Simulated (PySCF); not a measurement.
# GeH₂: fields on a plane

Method: PySCF, PBE0, basis Ge def2-TZVP, H def2-TZVP (no relativity, density fitting).

The singlet minimum has Ge–H 1.595 Å (×2); H–Ge–H 90.7°.

The plane holds Ge1 at (0.00, 0.00), H2 at (1.59, 0.00), H3 at (-0.02, 1.59) Å. Columns run from x = -1.95 to 3.75 Å, rows from y = 3.75 (top) to -1.95 Å, in steps of 0.3 Å. Other isomers or separated fragments may lie lower.

Question: Give the electron localisation function (set to 0 where the density is under 0.005 e/Å³). Every second row and column.

Answer: 
```
0.00 0.00 0.00 0.00 0.00 0.00 0.00 0.00 0.00 0.00
0.00 0.00 0.00 0.69 0.00 0.00 0.00 0.00 0.00 0.00
0.00 0.45 0.98 1.00 0.99 0.72 0.00 0.00 0.00 0.00
0.00 0.63 0.99 1.00 1.00 0.79 0.08 0.00 0.00 0.00
0.05 0.36 0.94 1.00 0.98 0.39 0.20 0.35 0.00 0.00
0.26 0.51 0.53 0.15 0.21 0.58 0.97 0.99 0.82 0.00
0.80 0.86 0.20 0.44 0.58 0.89 1.00 1.00 0.98 0.00
0.94 0.96 0.38 0.57 0.22 0.86 1.00 1.00 0.96 0.00
0.93 0.99 0.95 0.77 0.65 0.56 0.87 0.94 0.00 0.00
0.64 0.97 0.98 0.95 0.72 0.20 0.13 0.00 0.00 0.00
```

Question: Give the electron density (e/Å³) (cut at 5 e/Å³). Lower edges of the bins (e/Å³): '0' 0.000, '1' 0.030, '2' 0.076, '3' 0.151, '4' 0.268, '5' 0.455, '6' 0.750, '7' 1.218, '8' 1.960, '9' 3.136; top 5.00.

Answer: 
```
00000000000000000000
00000000000000000000
00000000000000000000
00000000000000000000
00000111100000000000
00001233210000000000
00012455321000000000
00013577531100000000
00123576532110000000
00124566532211000000
00134566544332100000
01235899855554210000
01246999966675310000
01346999966775310000
01245899855554210000
01234566543332100000
00123444332211000000
00112232211100000000
00001111100000000000
00000000000000000000
```
